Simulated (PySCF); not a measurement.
**Computed properties of C₃H₄FNSSi, SMILES Fc1scnc1[SiH3]**

C₃H₄FNSSi, SMILES Fc1scnc1[SiH3]. The structure is a stationary point at ωB97X-D3(BJ)/def2-SVP. The structure was generated by enumeration, and PubChem lists no compound with its InChIKey, so it may never have been made. The values are those of a single conformer. All values are computed for the isolated molecule unless a solvent is named; none is compared with measurement here.

**Structure.** The optimised structure has Cs symmetry. All 27 harmonic modes at ωB97X-D3(BJ)/def2-SVP (PySCF) are real, so it is a minimum. With heavy atoms numbered as in [F:1][c:2]1[s:3][cH:4][n:5][c:6]1[SiH3:7], the shortest bond between them is C4–N5 at 1.292 Å and the longest C6–Si7 at 1.878 Å.

**Vibrations.** The strongest infrared lines (harmonic, unscaled, degenerate partners summed) lie at 924 cm⁻¹ (223 km/mol, H 48 %, C 38 %, N 11 %), 953 cm⁻¹ (134 km/mol, H 54 %, C 26 %, Si 11 %), 1629 cm⁻¹ (121 km/mol, C 92 %). The softest mode is at 75 cm⁻¹ and the zero-point energy is 40.0 kcal/mol.

**Electronic structure.** ωB97X/def2-TZVP (PySCF) places the frontier levels at -9.62 and 1.09 eV, a gap of 10.71 eV, and gives a dipole moment of 1.50 D and a mean polarisability of 82.2 bohr³. PBE/def2-TZVP (PySCF) at the same geometry gives -6.30 and -1.93 eV, so its gap is 6.34 eV narrower. An orbital gap is neither the optical nor the fundamental gap.

**Excitations.** TDA-B3LYP/def2-SVPD (PySCF) has S1 at 5.30 eV (234 nm, f = 0.000, dark); the most intense of the 10 singlets computed lies at 7.08 eV (f = 0.44). T1 (TDA) is at 3.80 eV, 1.50 eV under S1. TDA-PBE/def2-SVPD (PySCF) puts S1 at 4.86 eV. No vertical singlet excitation falls in the visible range (under 3.1 eV).

**NMR.** GIAO shifts at HF/pcSseg-1 (PySCF) (non-relativistic, atoms alike by connectivity averaged): ¹³C from 135.0 to 181.1 ppm against TMS; ¹H from 4.6 to 8.7 ppm against TMS; ²⁹Si at -74.1 ppm against TMS; ¹⁹F at -122.6 ppm against CFCl3.

**Solvation.** SMD-B3LYP/def2-SVP (PySCF) gives 0.7 kcal/mol in water, -2.2 kcal/mol in diethylether, -2.1 kcal/mol in 2-propanol (1 M in both phases, gas-phase geometry); of these solvents diethylether holds the molecule best.
